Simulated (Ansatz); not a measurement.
`[F][GaH][I]` + `O[SiH3]` → `[F][GaH][O][SiH3]` + HI at 700 K and 1 bar (ligand exchange at a Ga–I bond).

Calculated with Ansatz (gas phase, PBE0-D4/def2-TZVP geometries, no zero-point term in ΔE). CBS: MP2 limit from def2 TZ/QZ plus the TZ coupled-cluster correction, frozen cores. Elements past krypton have def2 core potentials. For Ga, I outer-core shells are correlated without core-valence functions, which leaves a few kJ/mol of doubt a bond. Scalar relativity is left out up to krypton. One conformer a species, not always the lowest.

| species | CCSD(T)/CBS energy (Eh) | H − E (kJ/mol) | S (J/(mol·K)) |
| --- | --- | --- | --- |
| `[F][GaH][I]` | -2321.86103 | 67.2 | 373.1 |
| `O[SiH3]` | -366.69042 | 144.6 | 321.6 |
| `[F][GaH][O][SiH3]` | -2390.49581 | 170.6 | 462.2 |
| HI | -298.03592 | 34.6 | 231.7 |

H − E and S are ideal-gas, rigid-rotor, harmonic terms from PBE0-D4/def2-TZVP, for one conformer and one mirror image of each species. 1 Eh = 2625.50 kJ/mol, R = 8.31446 J/(mol·K).

Problem. By hand: ΔE, ΔH, ΔS and ΔG.

Solution. ΔE = (-2390.49581) + (-298.03592) − (-2321.86103) − (-366.69042) = 0.01972 Eh = 51.8 kJ/mol. Δ(H − E) = 170.6 + 34.6 − 67.2 − 144.6 = -6.6, so ΔH = 45.2 kJ/mol. ΔS = 462.2 + 231.7 − 373.1 − 321.6 = -0.8 J/(mol·K). ΔG = 45.2 − 700 × (-0.8)/1000 = 45.8 kJ/mol.

Problem. By hand: the equilibrium constant, and the temperature at which ΔG would vanish if ΔH and ΔS stayed fixed.

Solution. log₁₀ K = −ΔG/(RT ln 10) = -3.4. ΔH and −TΔS have one sign here, so there is no such temperature.

The number of gas molecules stays the same, so ΔS is small and ΔH decides. A doubt of 5 kJ/mol in ΔE shifts log₁₀ K by 0.4 here. Other conformers and mirror images would add mixing entropy, several J/(mol·K) or more a flexible species. Modes under 60 cm⁻¹, often nearly free rotors, make the harmonic entropy too high. These are equilibria of isolated gas molecules and say nothing of rates. Largest T1 diagnostic: 0.014 (customary marks: 0.02 for closed shells, 0.045 for open ones).

ΔS is within the doubt of such terms, so its sign, and with it that verdict, could turn.
